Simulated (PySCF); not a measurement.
Isomers of C3H7F3OSi.

All values: PBE0/pcSseg-1 (PySCF) at PBE0-D3(BJ)/def2-SVP geometries, gas phase, one conformer each.

Question: Rank by dipole moment, lowest first.
A. `[CH3:1][SiH2:2][O:3][CH2:4][C:5]([F:6])([F:7])[F:8]` with C1–Si2–O3–C4 -179°, Si2–O3–C4–C5 -179°
B. `[CH3:1][CH2:2][O:3][SiH2:4][C:5]([F:6])([F:7])[F:8]` with C1–C2–O3–Si4 179°, C2–O3–Si4–C5 65°
C. `[CH3:1][C@@H:2]([O:3][SiH3:4])[C:5]([F:6])([F:7])[F:8]` with C1–C2–O3–Si4 -157°

Answer: C (1.81 D), B (2.14 D), A (2.70 D).

All values together:

| SMILES | μ (D) | HOMO (eV) | LUMO (eV) | lowest IAO charge (e) | highest IAO charge (e) | lowest Hirshfeld charge (e) | highest Hirshfeld charge (e) |
| --- | --- | --- | --- | --- | --- | --- | --- |
| FC(F)(F)CCO[SiH3] | 1.73 | -8.44 | 0.22 | -0.634 (O) | +0.840 (Si) | -0.224 (O) | +0.385 (Si) |
| C[SiH2]OCC(F)(F)F | 2.70 | -8.53 | 0.55 | -0.728 (C) | +1.002 (Si) | -0.228 (O) | +0.409 (Si) |
| C[C@@H](O[SiH3])C(F)(F)F | 1.81 | -8.59 | 0.30 | -0.630 (O) | +0.834 (Si) | -0.223 (O) | +0.372 (Si) |
| CCO[SiH2]C(F)(F)F | 2.14 | -8.46 | 0.22 | -0.635 (O) | +0.969 (Si) | -0.222 (O) | +0.388 (Si) |
| CO[SiH2]CC(F)(F)F | 2.75 | -8.33 | 0.47 | -0.634 (O) | +1.004 (Si) | -0.232 (O) | +0.395 (Si) |

Conformers: `[F:1][C:2]([F:3])([F:4])[CH2:5][CH2:6][O:7][SiH3:8]` with C2–C5–C6–O7 179°, C5–C6–O7–Si8 -178°; `[CH3:1][SiH2:2][O:3][CH2:4][C:5]([F:6])([F:7])[F:8]` with C1–Si2–O3–C4 -179°, Si2–O3–C4–C5 -179°; `[CH3:1][C@@H:2]([O:3][SiH3:4])[C:5]([F:6])([F:7])[F:8]` with C1–C2–O3–Si4 -157°; `[CH3:1][CH2:2][O:3][SiH2:4][C:5]([F:6])([F:7])[F:8]` with C1–C2–O3–Si4 179°, C2–O3–Si4–C5 65°; `[CH3:1][O:2][SiH2:3][CH2:4][C:5]([F:6])([F:7])[F:8]` with C1–O2–Si3–C4 178°, O2–Si3–C4–C5 -179°.
